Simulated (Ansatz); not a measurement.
## A basis-limit estimate, worked out

An elementary step of Si2NH7S, closed shell (Si₂NH₇S ([NH2][SiH]([SiH3])[SH]) → Si₂H₄S ([SiH3][SiH][S]) + NH₃ (still joined by a long Si–N bond); bonds formed: N2–H4; bonds broken: S3–H4; bonds weakened to dative contacts: Si1–N2). “Start” is the structure reached by relaxing down from the saddle towards the reactants; PBE0-D4/def2-TZVP structures. The saddle:

```
atom    x (Å)    y (Å)    z (Å)
 Si1  -0.3384   0.2811  -0.7018
  N2   1.3412   0.9370  -0.3301
  S3   0.4197  -0.7425  -2.3276
  H4   1.4783   0.2002  -1.4403
  H5  -1.1826   1.4877  -0.9361
 Si6  -1.1369  -0.9574   1.1183
  H7   1.4916   1.9373  -0.4002
  H8   1.8321   0.5698   0.4769
  H9  -0.0505  -1.8555   1.5974
 H10  -2.3000  -1.7808   0.6974
 H11  -1.5544  -0.0769   2.2460
```

Program: Ansatz 0.2.0. Basis: def2-TZVPP and def2-QZVPP. Cores are frozen in the correlated methods.

Energies in eV:

| quantity | saddle | start |
| --- | --- | --- |
| Hartree–Fock, triple zeta (X = 3) | -28135.89805 | -28137.63265 |
| Hartree–Fock, quadruple zeta (X = 4) | -28136.76721 | -28138.51181 |
| MP2 correlation, X = 3 | -18.16475 | -17.58091 |
| MP2 correlation, X = 4 | -19.56790 | -18.95935 |
| CCSD(T) correlation, X = 3 | -20.51447 | -20.02622 |

(1) Work out the barrier at the basis limit: extrapolate Hartree–Fock as E(X) = E∞ + A exp(−7.88 √X) and the MP2 correlation as E(X) = E∞ + B X^−2.97 (the exponents that Neese and Valeev fitted for def2-TZVPP and QZVPP), then add CCSD(T) − MP2 in triple zeta.

T1 diagnostic: at most 0.014.

Answers

(1) Each step is linear, so take the differences first (saddle − start): Hartree–Fock 1.73460 (X = 3) and 1.74460 (X = 4); MP2 correlation -0.58384 and -0.60855; CCSD(T) correlation -0.48825.
Two points give E∞ = E(4) + w [E(4) − E(3)], with w = 1/(exp(7.88 (2 − √3)) − 1) = 0.1377 for Hartree–Fock and w = 1/((4/3)^2.97 − 1) = 0.7407 for the correlation.
Hartree–Fock: 1.74460 + 0.1377 × 0.01000 = 1.7460 eV.
MP2 correlation: -0.60855 + 0.7407 × (-0.02471) = -0.6269 eV.
CCSD(T) − MP2: -0.48825 − (-0.58384) = 0.0956 eV.
Sum: 1.7460 + (-0.6269) + 0.0956 = 1.2147 eV, or 28.01 kcal/mol. Plain CCSD(T) in triple zeta gives 1.2463 eV, so the larger basis shifts the result by -0.0316 eV.

Labels in which every atom is bracketed show which atoms are joined, not bond orders.

For scale, one of the runs: CCSD(T)/def2-TZVPP, 255 basis functions, launched by `ansatz run in.yaml --threads 4 --pin off --events-out ev --progress --plain --max-ram 9574MiB`. Hardware: 4 CPU threads of an Arm Neoverse V2, shared host. Wall time 100 s; peak host memory 5.1 GiB.
